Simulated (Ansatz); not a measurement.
Basis-set series for GaGeH5Te (`[GaH2][GeH2][TeH]`). Total charge 0; spin multiplicity 1. Te: def2 effective core potential. All single points use the PBE0-D4/def2-TZVP geometry.

| functional | basis | functions | energy (Eh) | HOMO (eV) | LUMO (eV) |
| --- | --- | --- | --- | --- | --- |
| PBE0-D4 | def2-TZVPP | 216 | -4272.39388 | -6.34 | -2.31 |
| PBE0-D4 | def2-QZVPP | 410 | -4272.48438 | -6.34 | -2.32 |
| ωB97M-V | def2-TZVPP | 216 | -4272.62680 | -8.40 | -0.60 |
| ωB97M-V | def2-QZVPP | 410 | -4272.71532 | -8.42 | -0.69 |

(1) Give the rows for def2-SVP. (Best estimate.)

## Answers

(1) Computed: 
```tsv
functional	basis	functions	energy (Eh)	HOMO (eV)	LUMO (eV)
PBE0-D4	def2-SVP	115	-4271.87187	-6.23	-2.30
ωB97M-V	def2-SVP	115	-4272.10436	-8.26	-0.56
```

Scalar relativity is left out up to krypton.
